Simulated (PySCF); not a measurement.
# `Fc1conc1C1CC1` in a uniform electric field

C6H6FNO.
SMILES with atom numbers: `[F:1][c:2]1[cH:3][o:4][n:5][c:6]1[CH:7]1[CH2:8][CH2:9]1` (hydrogens: H10 on C3; H11 on C7; H12, H13 on C8; H14, H15 on C9)

Structure used (GFN2-xTB), in Å, numbered top down from 1:
```
atom  x, y, z in Å
F1     1.7249    2.2108   -0.0973
C2     1.6875    0.8997    0.1448
C3     2.7208    0.0831    0.4926
O4     2.2441   -1.1559    0.6357
N5     0.9144   -1.1652    0.3885
C6     0.5424    0.0545    0.0896
C7    -0.8266    0.4413   -0.2397
C8    -1.7016   -0.5323   -0.9889
C9    -1.9697   -0.2622    0.4493
H10    3.7657    0.2478    0.6585
H11   -0.9353    1.4960   -0.4578
H12   -2.3738   -0.1292   -1.7306
H13   -1.2602   -1.4814   -1.2476
H14   -2.8314    0.3287    0.7195
H15   -1.7057   -1.0276    1.1615
```

Level: PBE0/def2-SVPD (PySCF); nuclei fixed, core orbitals frozen in the response. Permanent dipole (-0.306, 1.303, -0.299) D (1 au = 2.5417 D). Static polarisability (au):

```
x   96.71  2.42  6.98
y    2.42 70.63 -2.13
z    6.98 -2.13 58.66
```

Only the terms in μ and α are kept: μ(F) = μ + αF and ΔE = −μ·F − ½ F·αF.

Problem. What do fields of 0.103 V/Å (0.002 au) along the six axis directions do?

Solution. 
| field along | induced x (D) | induced y (D) | induced z (D) | total size (D) | −μ·F (kJ/mol) | −½F·αF (kJ/mol) |
| --- | --- | --- | --- | --- | --- | --- |
| +x | 0.492 | 0.012 | 0.035 | 1.354 | +0.632 | -0.508 |
| −x | -0.492 | -0.012 | -0.035 | 1.554 | -0.632 | -0.508 |
| +y | 0.012 | 0.359 | -0.011 | 1.716 | -2.692 | -0.371 |
| −y | -0.012 | -0.359 | 0.011 | 1.037 | +2.692 | -0.371 |
| +z | 0.035 | -0.011 | 0.298 | 1.320 | +0.618 | -0.308 |
| −z | -0.035 | 0.011 | -0.298 | 1.483 | -0.618 | -0.308 |

Problem. For the field (-0.0020, -0.0018, -0.0016) au, what is the induced dipole, and what angle does it make with the field?

Solution. αF = (-0.531, -0.327, -0.264) D, at 12.1° to the field. The polarisability along this direction, F·αF/F², is 83.23 au, against a mean of 75.34 au.

Problem. At what field along the permanent dipole would the induced dipole along it equal the permanent one, in this linear picture?

Solution. The polarisability along the dipole is 71.89 au, so F = 0.5396 au / 71.89 au = 0.0075 au = 0.39 V/Å; higher-order terms are ignored.

Problem. What field makes μF equal to kT at 400 K?

Solution. kT = 1.2667 × 10⁻³ Eh, so F = 0.00235 au = 12.1 MV/cm.

Problem. A unit point charge sits 12 Å away. Estimate the induction energy −αe²/2R⁴ with the mean polarisability, treating the molecule as a point.

Solution. R = 22.68 bohr, so the energy is −75.3/(2 × 22.68⁴) Eh = -0.374 kJ/mol. The charge–dipole term at its most favourable orientation, −μe/R², is -2.75 kJ/mol.

Geometry: GFN2-xTB, one conformer, isolated molecule.

The run behind these numbers computed excited states as well. Time: 76 s of wall time. Hardware: Arm Neoverse N1, one thread (shared host).
